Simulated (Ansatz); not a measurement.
Mulliken charges of C3H5NZn, SMILES `C[CH]1N=[CH][Zn]1` from PBE/def2-TZVPP in Ansatz (PBE0-D4/def2-TZVP geometry).

```
atom   x (Å)   y (Å)   z (Å)  charge (e)
  C1  -1.225  -0.738  -0.014      -0.283
  C2  -0.174   0.198   0.518       0.047
  N3   1.138  -0.069   0.113      -0.068
  C4   1.890   0.695  -0.529      -0.104
 Zn5   0.276   2.075  -0.478      -0.046
  H6  -2.215  -0.372   0.261       0.088
  H7  -1.179  -0.816  -1.102       0.087
  H8  -1.113  -1.747   0.400       0.091
  H9  -0.227   0.330   1.600       0.094
 H10   2.913   0.394  -0.767       0.094
```

Problem. By hand: the dipole of these point charges (1 e Å = 4.8032 D).

Solution. Σ q r = (-0.094, -0.140, 0.139) e Å, of length 0.219 e Å = 1.05 D.

Problem. How does the dipole of the full density compare? (Estimate.)

Solution. Computed: (-0.064, -0.029, 0.019) e Å, 0.35 D; the point charges give 3.00 times that, at 37° from its direction.

Point charges leave out the atoms' own dipoles, such as those of lone pairs, and Mulliken's split depends on the basis, so the two needn't agree.
